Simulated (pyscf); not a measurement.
`[BH][OH]`, doublet

Gas-phase minimum from PySCF at ωB97X-D3(BJ)/def2-SVP, one conformer. [HB–OH]• lies 5.8 kcal/mol over its isomer H₂B–O•, and others may lie lower still (electronic energy, ωB97M-D3(BJ)). 

SMILES: [BH]O
```xyz
4

B     -0.5031    -0.5731     0.3331
O     -1.5411     0.2595     0.4240
H     -0.4074    -1.4963    -0.4583
H     -2.2620     0.0935    -0.2011
```
Charge 0, spin multiplicity 2.

Bonds (Å): B1–O2 1.334, B1–H3 1.220, O2–H4 0.969. Bond angles (°): O2–B1–H3 125.3, B1–O2–H4 115.4.

Properties at ωB97X-D3(BJ)/def2-SVP:

```
Quantity                                                                                                                                               Value
---------------------------------------------------------------------------------------------------------------------  -------------------------------------
Harmonic wavenumbers, unscaled                                                                                         742, 851, 1088, 1398, 2542, 3811 cm⁻¹
Zero-point energy                                                                                                                              14.9 kcal/mol
Rotational symmetry number                                                                                                                                 1
Entropy of this conformer at 298 K and 1 atm, rigid rotor and harmonic oscillator, modes under 100 cm⁻¹ raised to 100                        231.9 J/(mol K)
Dipole moment                                                                                                                                         2.31 D
Spin expectation value S2                                                                                                                              0.751
```

Single-point totals, which compare only within one level (frozen core for MP2 and CC):

```json
[
 {"level": "ωB97X-D3(BJ)/def2-TZVP", "total energy (hartree)": "-101.30203"},
 {"level": "PBE/def2-TZVP", "total energy (hartree)": "-101.14890"},
 {"level": "r²SCAN/def2-TZVP", "total energy (hartree)": "-101.22020"},
 {"level": "B3LYP-D3(BJ)/def2-TZVP", "total energy (hartree)": "-101.28388"},
 {"level": "PBE0-D3(BJ)/def2-TZVP", "total energy (hartree)": "-101.15617"},
 {"level": "M06-2X/def2-TZVP", "total energy (hartree)": "-101.23460"},
 {"level": "ωB97M-D3(BJ)/def2-TZVP", "total energy (hartree)": "-101.29557"},
 {"level": "UHF/def2-TZVPP", "total energy (hartree)": "-100.73126"},
 {"level": "MP2/def2-TZVPP", "total energy (hartree)": "-101.05046"},
 {"level": "CCSD/def2-TZVPP", "total energy (hartree)": "-101.06409"},
 {"level": "CCSD(T)/def2-TZVPP", "total energy (hartree)": "-101.07559"}
]
```

The CCSD(T) − MP2 part came from Ansatz, without density fitting, on the same reference.
